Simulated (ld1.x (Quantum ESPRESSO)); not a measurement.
# selenium (Se), RRKJ: configuration errors across variants

```
Element                 : Se
Generator               : ld1.x (Quantum ESPRESSO) 7.5
Type                    : norm-conserving RRKJ (Kleinman–Bylander form)
Functional              : LDA (PZ)
Relativity              : scalar-relativistic
Frozen core             : [Ne] 3s2
Valence charge          : 22
Reference configuration : 3p6 3d10 4s2 4p3.5 (charge +0.5)
Partial waves           : 3p (bound): rc 0.55 bohr; 3d (bound): rc 1.15 bohr; 4s (bound): rc 1.15 bohr
Local potential         : the s channel
Core correction         : none
```

Occupied shells without a wave of their own: 4p. They enter only through the test configuration that unscreens the potential.

All-electron excitation energies from the reference (eV): (1) 3p6 3d10 4s2 4p4 -4.387; (2) 3p6 3d10 4s2 4p3 6.621; (3) 3p6 3d10 4s2 4p2 27.180; (4) 3p6 3d10 4s0 4p6 17.707; (5) 3p6 3d10 4s2 4p1 58.336; (6) 3p6 3d10 4s1 4p4 18.206; (7) 3p6 3d10 4s2 4p3.5 spin -1.024; (8) 3p6 3d10 4s2 4p4 spin -4.981.

Spin tests fill each open shell by Hund’s rule, majority spin first.

For the base: The 4p level has no wave, so the channel is fitted at the deeper level alone: the likely source of the large errors.

On the changes marked as counting shells twice: ld1.x takes every shell without a wave as core, so the model core holds the marked electrons as well and exchange and correlation see them twice. This cancels in the reference configuration, but the file is broken for other ones, and its errors say nothing about a proper core correction.

Tests that are not counted but printed errors over 1 eV. “base”: 3p6 3d10 4s2 4p0 (converged, but collapsed or in another state, printed error +20.8 eV). “all radii scaled by about 1.12 (s 1.28, p 0.62, d 1.28 bohr)”: 3p6 3d10 4s2 4p0 (converged, but collapsed or in another state, printed error +22.2 eV); 3p6 3d10 4s2 4p4 (spin-polarised) (solver errors, printed error -7211 eV). “wave 3p (bound): rc 0.55 bohr becomes 3p (bound): rc 0.84 bohr”: 3p6 3d10 4s2 4p0 (converged, but collapsed or in another state, printed error +20.8 eV). “wave 4s (bound): rc 1.15 bohr becomes 4s (bound): rc 1.52 bohr”: 3p6 3d10 4s2 4p0 (converged, but collapsed or in another state, printed error +22.6 eV).

5 further variants failed, have other tests or another functional or relativity, and are left out.

The file “base” misses its own reference levels by 3.0 eV. The file “all radii scaled by about 1.12 (s 1.28, p 0.62, d 1.28 bohr)” misses its own reference levels by 3.2 eV. The file “core correction a·sin(br)/r model core inside 0.54 bohr (4p counted twice)” misses its own reference levels by 3.0 eV. The file “wave 3p (bound): rc 0.55 bohr becomes 3p (bound): rc 0.84 bohr” misses its own reference levels by 3.0 eV. The file “wave 4s (bound): rc 1.15 bohr becomes 4s (bound): rc 1.52 bohr” misses its own reference levels by 3.3 eV.

Errors AE − PS in meV (a dash: test not solved or not reliable):

| change | (1) | (2) | (3) | (4) | (5) | (6) | (7) | (8) | bound ghosts |
| --- | --- | --- | --- | --- | --- | --- | --- | --- | --- |
| base | -1301 | +1691 | +6281 | -8208 | +12585 | -1685 | -95 | -1365 | none |
| all radii scaled by about 1.12 (s 1.28, p 0.62, d 1.28 bohr) | -1389 | +1807 | +6717 | -8796 | +13459 | -1802 | -105 | – | none |
| core correction a·sin(br)/r model core inside 0.54 bohr (4p counted twice) | -1317 | +1672 | +6081 | -8321 | +11936 | -1703 | -330 | -1506 | none |
| wave 3p (bound): rc 0.55 bohr becomes 3p (bound): rc 0.84 bohr | -1301 | +1690 | +6279 | -8205 | +12581 | -1685 | -95 | -1365 | none |
| wave 4s (bound): rc 1.15 bohr becomes 4s (bound): rc 1.52 bohr | -1414 | +1840 | +6840 | -8950 | +13703 | -1831 | -109 | -1487 | none |

**Question.** Give the same row for: wave 3d (bound): rc 1.15 bohr becomes 3d (bound): rc 0.88 bohr.

**Answer.** -1301, +1691, +6281, -8207, +12585, -1685, -95, -1365; bound ghosts: none. Not counted: 3p6 3d10 4s2 4p0 (converged, but collapsed or in another state, printed error +20.8 eV).
